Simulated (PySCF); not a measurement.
Species: C4H10O2S.
Atom-mapped SMILES: `[CH3:1][CH2:2][S:3](=[O:4])(=[O:5])[CH2:6][CH3:7]` (hydrogens: H8, H9, H10 on C1; H11, H12 on C2; H13, H14 on C6; H15, H16, H17 on C7)

Computed geometry: GFN2-xTB, gas phase.

(1) List the bond lengths, angles and torsions at this level.

Results:

(1) 
```tsv
bond	length (Å)	order
C1–C2, C6–C7	1.513	single
C2–S3, S3–C6	1.829	single
S3=O4, S3=O5	1.438	double
C1–H8 and 5 like bonds	1.088	single
C2–H11 and 3 like bonds	1.086	single
```

Bonds in one row agree within 0.01 Å and their mean is given. Orders are formal, as drawn. A selection of angles:
```tsv
angle	degrees
C2–C1–H8	109.4
C2–C1–H10	111.3
H8–C1–H9	108.3
H8–C1–H10	109.2
C1–C2–S3	107.5
C1–C2–H11	112.4
S3–C2–H11	106.7
H11–C2–H12	110.8
C2–S3–O4	108.5
C2–S3–C6	104.8
O4–S3–O5	117.5
```

Dihedral angles: C1–C2–S3–O4 -64° (synclinal); C2–S3–C6–C7 180° (antiperiplanar).

S3 (sulfonyl sulfur) is distorted tetrahedral (angles from 104.8° to 117.5°). Of the pairs four or more bonds apart, O4···H8 is among the closest relative to their van der Waals radii: 2.73 Å, 100 % of the sum of Bondi's values.

Point group: C2v (every atom within 0.08 Å of its image). No GFN2-xTB frequencies stand behind this structure, so it isn't proved a minimum. The numbers are those of one conformer.
